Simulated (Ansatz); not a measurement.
Vertical ionisation energy (eV) of eight silicon and germanium compounds: PBE beside PBE0, computed with Ansatz (a program for electronic structure) for isolated molecules in the bases named; differences from unrounded values. The eight are the first of their class met in an unordered collection, after screening for sound electronic states; none was chosen by its value. Functionals give these values as differences of separate SCF runs (ΔSCF), EOM-CCSD as a root; each molecule has one DFT geometry for both levels.

```json
[
 {"molecule": "ClGeH₆NSi, SMILES N[Si@@H](Cl)[GeH3]", "basis": "def2-SVPD", "PBE0": "9.82", "PBE": "9.44", "difference": "-0.38"},
 {"molecule": "CH10O2Si3, SMILES C[Si@@H](O)[Si@H](O)[SiH3]", "basis": "def2-SVPD", "PBE0": "8.99", "PBE": "[?]", "difference": "[?]"},
 {"molecule": "C2H7NSi2, SMILES N[Si@@H]1C=C[SiH2]1", "basis": "def2-SVPD", "PBE0": "8.81", "PBE": "8.53", "difference": "-0.28"},
 {"molecule": "Ge(F)(OH)2(NH2) (FGeH4NO2), SMILES [NH2][Ge]([OH])([OH])[F]", "basis": "def2-SVPD", "PBE0": "10.90", "PBE": "[?]", "difference": "[?]"},
 {"molecule": "C2H9ClOSi2, SMILES [C@@H]([SiH3])(O)[Si@@H](C)Cl", "basis": "def2-SVPD", "PBE0": "9.66", "PBE": "9.23", "difference": "-0.43"},
 {"molecule": "C4H11NSi, SMILES C/C(=C/[SiH3])CN", "basis": "def2-SVPD", "PBE0": "8.78", "PBE": "[?]", "difference": "[?]"},
 {"molecule": "Si(F)(Me)(SH)2 (CH5FS2Si), SMILES [Si](F)(S)(S)C", "basis": "def2-SVPD", "PBE0": "9.66", "PBE": "9.31", "difference": "-0.35"},
 {"molecule": "CH11ClSi4, SMILES [SiH2](Cl)C[SiH]([SiH3])[SiH3]", "basis": "def2-SVPD", "PBE0": "9.39", "PBE": "9.07", "difference": "-0.33"}
]
```

Q: What belongs in the gaps? (The exact figures need the calculation; the answer reports its results.)

A: 
- Ge(F)(OH)2(NH2) (FGeH4NO2), SMILES [NH2][Ge]([OH])([OH])[F], PBE: 10.41
- Ge(F)(OH)2(NH2) (FGeH4NO2), SMILES [NH2][Ge]([OH])([OH])[F], difference: -0.49
- CH10O2Si3, SMILES C[Si@@H](O)[Si@H](O)[SiH3], PBE: 8.64
- CH10O2Si3, SMILES C[Si@@H](O)[Si@H](O)[SiH3], difference: -0.34
- C4H11NSi, SMILES C/C(=C/[SiH3])CN, PBE: 8.44
- C4H11NSi, SMILES C/C(=C/[SiH3])CN, difference: -0.34

PBE lies below PBE0 in 8 and above it in 0 of the eight; the mean signed difference is -0.37 and the largest -0.49 eV.
